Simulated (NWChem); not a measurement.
Species: CHF2NOSi; SMILES C(#N)O[SiH](F)F

```xyz
7

N      0.1096    -2.9978    -0.1406
C     -0.1693    -1.8856     0.1207
O     -0.5078    -0.6760     0.4366
Si     0.0231     0.7414    -0.3409
F      1.4753     1.1195     0.2446
F     -1.0389     1.8546     0.1272
H      0.0608     0.5590    -1.8067
```
Atoms are numbered in this order, from 1.

Results from NWChem. Pople sets run with spherical d functions. STO-3G and 3-21G are far too small for this property and stand as cheap habits. Coordinates come from a PBE-D3(BJ)/def2-SVP optimisation. Vertical excitations in the gas phase; the lowest state need not have the same character in each row.

| level | basis functions | lowest excitation, singlet (eV) | orbital gap (eV) |
|---|---|---|---|
| PBE/3-21G, TDA | 60 | ? | 6.55 |
| PBE/6-31G*, TDA | 90 | 6.87 | 6.71 |
| PBE/6-31+G*, TDA | 114 | 6.51 | 6.37 |
| PBE/def2-SVP, TDA | 93 | 7.00 | 6.84 |
| PBE/def2-SVPD, TDA | 141 | 6.63 | 6.53 |

Q: Complete the blanks.

A: 
- PBE/3-21G, TDA, lowest excitation, singlet (eV): 6.74
